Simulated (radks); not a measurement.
Q: Radial electron density D(r) = 4 pi r^2 rho(r) of an atom or ion with 16 electrons. Calculated with a radial shooting solver on a logarithmic mesh with Libxc functionals: non-relativistic Kohn-Sham, r2SCAN, spin-polarised, spherical densities, point nucleus; meta-GGA in the generalised Kohn-Sham scheme.

r (bohr)  D(r) (e/bohr)  spin D(r)
0.006908          1.528   0.000109
0.008781          2.317   0.000174
0.01116           3.454   0.000283
0.01419           5.037   0.000472
0.01804           7.146   0.000819
0.02312           9.884    0.00152
0.02939           12.93    0.00291
0.03736           16.00    0.00579
0.0475            18.47     0.0117
0.06038           19.60     0.0236
0.07737           18.84     0.0472
0.09836           16.55     0.0871
0.125             14.08      0.148
0.159             13.29      0.227
0.2021            15.08      0.299
0.259             18.21      0.318
0.3292            19.31      0.238
0.4185            16.41     0.0835
0.532             10.64    -0.0131
0.6763            5.545      0.134
0.8597            3.607      0.593
1.102             4.055       1.18
1.401             4.301       1.40
1.78              3.266       1.12
2.263             1.698      0.600
2.877            0.5853      0.208
3.687            0.1186     0.0398
4.687           0.01449    0.00414
5.959         0.0009214   0.000180

What is the nuclear charge?

A: Z = 17. The innermost maximum, from 1s, lies near 1/Z = 0.0588 bohr (found: 0.0623), and its height grows with Z. The density is that of the chlorine ion Cl+ in [Ne] 3s2 3p4; the configuration itself is not fixed sharply by these data, and Z only to about a unit. D(r) has 3 maxima, at r = 0.0623, 0.314, 1.31 bohr, and minima at 0.152, 0.895 bohr, inside which lie 2.17, 10.35 electrons.
